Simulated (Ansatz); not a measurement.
A nudged elastic band was laid between two geometries of CH$_{4}$BrClO$_{2}$Si (10 atoms, charge 0, multiplicity 1).

These are results of RKS PBE0-D4/def2-SVP in Ansatz 0.2.0, not measurements.

```json
{
  "movable images": "7",
  "climbing image": "yes",
  "spring": "5.0 eV/Å²",
  "optimiser": "quadratic models (default)",
  "start path": "IDPP",
  "force threshold": "0.03 eV/Å",
  "iteration limit": "60",
  "end points": "relaxed"
}
```

First end point:

```xyz
10
Properties=species:S:1:pos:R:3
O -1.359 -1.198 0.180
Si 0.239 -0.797 0.068
O 0.972 -0.896 1.536
C 0.303 0.993 -0.591
Cl -0.711 1.087 -2.057
Br -0.319 2.215 0.793
H -1.941 -0.763 -0.453
H 1.018 -1.659 -0.850
H 0.576 -0.378 2.245
H 1.305 1.344 -0.867
```

Last end point:

```xyz
10
Properties=species:S:1:pos:R:3
O -1.099 -0.708 1.265
Si 0.086 -0.725 0.109
O 1.510 -1.053 0.868
C 0.112 1.001 -0.698
Cl 1.295 1.055 -2.012
Br -1.708 1.358 -1.334
H -1.941 -0.317 1.006
H -0.094 -1.708 -0.982
H 1.584 -0.777 1.787
H 0.338 1.822 -0.006
```

(1) Which bonds break or form, and what moves?

(2) Give the energies along the band, and the barrier.

(3) What is the geometry of the highest image?

(4) What are the harmonic wavenumbers there?

## Answers

(1) No bond is made or broken. The dihedral O1–Si2–C4–H10 goes from -171 to 61°.

(2) The forces met the threshold. The highest image is number 4 of 0 to 8, 0.121 eV above the first end and 0.077 eV above the last; the last end lies 0.044 eV above the first. A vibrational analysis at the climbing image gives one clearly imaginary mode, 48i cm⁻¹: a first-order saddle point.

```tsv
image	path coordinate (Å)	energy (eV)	dihedral O1–Si2–C4–H10 (°)
0	0.00	0.000	-171
1	0.84	0.008	-179
2	1.69	0.024	160
3	2.53	0.083	137
4	3.37	0.121	113
5	3.82	0.110	99
6	4.27	0.083	87
7	4.72	0.056	74
8	5.17	0.044	61
```

(3) 
```xyz
10
Properties=species:S:1:pos:R:3
O -1.245 -0.991 0.923
Si 0.133 -0.781 0.040
O 1.455 -0.955 1.015
C 0.149 0.997 -0.705
Cl 0.457 0.943 -2.449
Br -1.500 1.968 -0.296
H -1.905 -0.290 0.844
H 0.271 -1.747 -1.070
H 1.323 -0.797 1.955
H 0.946 1.603 -0.255
```

(4) 48i, 138, 156, 176, 194, 239, 278, 325, 370, 559, 698, 762, 777, 800, 861, 878, 907, 969, 1111, 1196, 2319, 3155, 3852, 3931 cm⁻¹.

The run took 6.2 min on 2 threads of Intel(R) Xeon(R) Platinum 8488C (Sapphire Rapids), with other jobs on the host, peak memory 0.41 GiB.
